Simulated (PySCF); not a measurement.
A geometry optimisation, step by step.

Compound: cyclopentanecarbaldehyde, C₆H₁₀O.
Bonds: O1–C2 (double), C2–C3, C3–C4, C4–C5, C5–C6, C6–C7, C3–C7. Hydrogens: H8 on C2; H9 on C3; H10, H11 on C4; H12, H13 on C5; H14, H15 on C6; H16, H17 on C7.

Method: PySCF 2.14.0, PBE0-D3(BJ)/def2-SVP geometry optimisation, gas phase; density fitting, grid level 2; the optimiser is geomeTRIC in internal coordinates, started from a GFN2-xTB structure. The frame can shift and turn from step to step; on so coarse a grid that alone can change the energy by a few meV, and forces under 0.02 eV/Å are noise.

Step 0: E = -8416.4985 eV, largest atomic force 0.603 eV/Å
```
atom  x, y, z in Å  |  force x, y, z in eV/Å
O1      2.511   -1.246    0.552    0.066  -0.300   0.100
C2      2.112   -0.157    0.254   -0.149   0.117  -0.230
C3      0.843    0.153   -0.490   -0.192  -0.391   0.220
C4     -0.070   -1.072   -0.665   -0.053   0.225   0.314
C5     -1.262   -0.813    0.256    0.176   0.379  -0.435
C6     -1.424    0.702    0.199    0.425  -0.319   0.235
C7      0.014    1.209    0.278   -0.215  -0.228  -0.344
H8      2.685    0.754    0.527    0.301   0.297   0.158
H9      1.152    0.553   -1.461    0.140   0.151  -0.270
H10     0.465   -1.985   -0.402    0.198  -0.311  -0.023
H11    -0.403   -1.153   -1.699   -0.094  -0.046  -0.341
H12    -1.022   -1.120    1.275    0.042  -0.143   0.381
H13    -2.157   -1.344   -0.063   -0.338  -0.260  -0.014
H14    -2.045    1.093    1.004   -0.296   0.212   0.228
H15    -1.871    0.990   -0.754   -0.197   0.130  -0.324
H16     0.335    1.240    1.322    0.100   0.098   0.376
H17     0.129    2.207   -0.141    0.085   0.389  -0.031
```

Step 1: E = -8416.5323 eV, largest atomic force 0.118 eV/Å
```
atom  x, y, z in Å  |  force x, y, z in eV/Å
O1      2.508   -1.225    0.664   -0.011   0.016  -0.012
C2      2.129   -0.133    0.337    0.049  -0.004   0.062
C3      0.858    0.168   -0.416    0.048   0.048  -0.097
C4     -0.054   -1.054   -0.608    0.026  -0.072  -0.051
C5     -1.248   -0.802    0.311   -0.058  -0.079   0.065
C6     -1.417    0.711    0.265   -0.092   0.066  -0.025
C7      0.016    1.231    0.339    0.050   0.071   0.064
H8      2.731    0.780    0.603   -0.030  -0.034  -0.028
H9      1.189    0.580   -1.388   -0.017  -0.020   0.041
H10     0.487   -1.984   -0.377   -0.017   0.021  -0.004
H11    -0.389   -1.118   -1.656    0.012   0.019   0.034
H12    -1.004   -1.117    1.342   -0.004   0.014  -0.044
H13    -2.151   -1.355    0.009    0.029   0.015   0.013
H14    -2.059    1.113    1.065    0.017  -0.016  -0.027
H15    -1.875    1.005   -0.697    0.021  -0.016   0.039
H16     0.336    1.283    1.396   -0.016  -0.001  -0.042
H17     0.136    2.244   -0.075   -0.009  -0.026   0.008
```

Step 2: E = -8416.5329 eV, largest atomic force under 0.02 eV/Å
```
atom  x, y, z in Å  |  force x, y, z in eV/Å
O1      2.506   -1.228    0.664   -0.002   0.006   0.008
C2      2.129   -0.134    0.339    0.008  -0.009   0.000
C3      0.860    0.169   -0.416   -0.003   0.012  -0.012
C4     -0.053   -1.054   -0.608    0.004  -0.013  -0.006
C5     -1.248   -0.803    0.312   -0.004  -0.007   0.007
C6     -1.419    0.712    0.264   -0.009   0.007  -0.006
C7      0.016    1.233    0.339    0.006   0.002   0.013
H8      2.733    0.776    0.600   -0.002  -0.004   0.000
H9      1.190    0.580   -1.387   -0.001  -0.001   0.006
H10     0.488   -1.983   -0.377   -0.002   0.002   0.000
H11    -0.388   -1.115   -1.655   -0.004   0.010   0.002
H12    -1.004   -1.117    1.342    0.005   0.005  -0.003
H13    -2.151   -1.357    0.011    0.002   0.001  -0.001
H14    -2.061    1.113    1.063    0.001  -0.002   0.001
H15    -1.875    1.003   -0.697    0.006  -0.004   0.000
H16     0.334    1.286    1.396   -0.001  -0.003  -0.004
H17     0.135    2.245   -0.074   -0.004  -0.002  -0.006
```

Step 3: E = -8416.5330 eV, largest atomic force under 0.02 eV/Å
```
atom  x, y, z in Å  |  force x, y, z in eV/Å
O1      2.504   -1.228    0.670   -0.015  -0.004  -0.005
C2      2.129   -0.135    0.339    0.004   0.012   0.011
C3      0.860    0.169   -0.417   -0.003  -0.013   0.000
C4     -0.053   -1.054   -0.609    0.001   0.000   0.002
C5     -1.248   -0.803    0.313    0.002   0.003  -0.004
C6     -1.419    0.712    0.264    0.004  -0.005   0.002
C7      0.016    1.233    0.339   -0.001  -0.005   0.002
H8      2.733    0.775    0.600    0.006   0.006  -0.002
H9      1.191    0.580   -1.387    0.004   0.003  -0.001
H10     0.487   -1.983   -0.380    0.001  -0.003  -0.002
H11    -0.389   -1.113   -1.656   -0.005   0.005  -0.003
H12    -1.002   -1.117    1.342    0.005   0.003   0.004
H13    -2.150   -1.357    0.013   -0.003  -0.003   0.000
H14    -2.061    1.113    1.063   -0.002   0.001   0.003
H15    -1.875    1.003   -0.698    0.001   0.000  -0.005
H16     0.334    1.286    1.395    0.002   0.000   0.003
H17     0.134    2.245   -0.075   -0.001   0.001  -0.004
```

Task: Summarise the path.

Result: The energy falls by 0.0345 eV from step 0 to step 3; nine tenths of that is first reached at step 1. It falls at every step. The largest force goes from 0.603 to under 0.02 eV/Å. Among the bonds C2–H8 changes most (a near tie, within 0.001 Å, with another), from 1.110 to 1.123 Å; the atoms move by 0.026 Å rms after alignment.

What follows is the cost of the whole optimisation. Hardware: an Arm Neoverse V2 with one thread, shared host with 96 logical CPUs at a one-minute load of 49. Cost: 34 s of wall time, 0.73 GiB resident at most.
